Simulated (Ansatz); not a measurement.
Consider the silylene formation by 1,1-elimination: `N[SiH](O)O` → H₂O + `N[Si]O`.

Computed with Ansatz on PBE0-D4/def2-TZVP structures; ΔE is electronic, products minus reactants. CCSD(T)/CBS is frozen-core, at the limit of the def2 triple- and quadruple-zeta sets. DFT in def2-TZVPP. B3LYP here is the variant with VWN-RPA as its local correlation; programs differ in this. Each species was taken in one conformer, which may not be the lowest.

`N[SiH](O)O`:

Cartesian coordinates in Å:
```
N -0.345 0.829 0.881
Si 0.491 -0.150 -0.252
O -0.107 0.212 -1.735
O 0.318 -1.705 0.235
H -0.217 0.670 1.868
H -0.472 1.811 0.693
H 1.948 0.031 -0.390
H -1.059 0.283 -1.816
H -0.557 -1.980 0.516
```

H₂O:

Cartesian coordinates in Å:
```
O -0.018 -0.296 -0.252
H 0.762 0.191 0.022
H -0.744 0.104 0.230
```

`N[Si]O`:

Z-matrix (Å, degrees):
```
N
Si 1 1.716
H 1 1.010 2 128.3
H 1 1.009 2 120.1 3 180.0
O 2 1.656 1 102.6 3 0.0
H 5 0.961 2 121.6 1 -0.0
```

(1) Is it downhill or uphill in electronic energy at CCSD(T)/CBS, and by how much? (An estimate is asked.)

(2) What do these levels give: BLYP-D4, B3LYP-D4, BHLYP-D4, B2PLYP, revPBE, PBE0, B3LYP, CAM-B3LYP, CCSD/def2-TZVPP, HF/def2-QZVPP, CCSD(T)/cc-pV(D+d)Z, HF/cc-pV(Q+d)Z? (Estimate.)

(3) What do rigid-rotor, harmonic-oscillator terms from PBE0-D4/def2-TZVP frequencies (298.15 K, 1 bar) make of the CCSD(T)/CBS value? (An estimate is asked.)

Largest T1 diagnostic among the species: 0.014.

Answers

(1) The calculation gave: Uphill: ΔE = +251.7 kJ/mol.

(2) The calculation gave: BLYP-D4 221.6, B3LYP-D4 239.6, BHLYP-D4 261.5, B2PLYP 243.7, revPBE 208.9, PBE0 243.6, B3LYP 230.7, CAM-B3LYP 248.1, CCSD/def2-TZVPP 247.8, HF/def2-QZVPP 260.6, CCSD(T)/cc-pV(D+d)Z 227.7, HF/cc-pV(Q+d)Z 262.5 kJ/mol.

(3) Ansatz gave: ΔZPE = -7.2 kJ/mol, ΔH = +249.8 kJ/mol, ΔS = 151 J/(mol·K), ΔG = +204.7 kJ/mol.

From PBE to PBE0 (25 % exact exchange), in def2-TZVPP and without D4, ΔE moves by +19.8 kJ/mol. The D4 term adds +8.9 kJ/mol with B3LYP and +4.7 kJ/mol with PBE0; it sums over pairs of atoms, weighted by their polarisabilities, and B3LYP, whose exchange is more repulsive, gets the larger term.
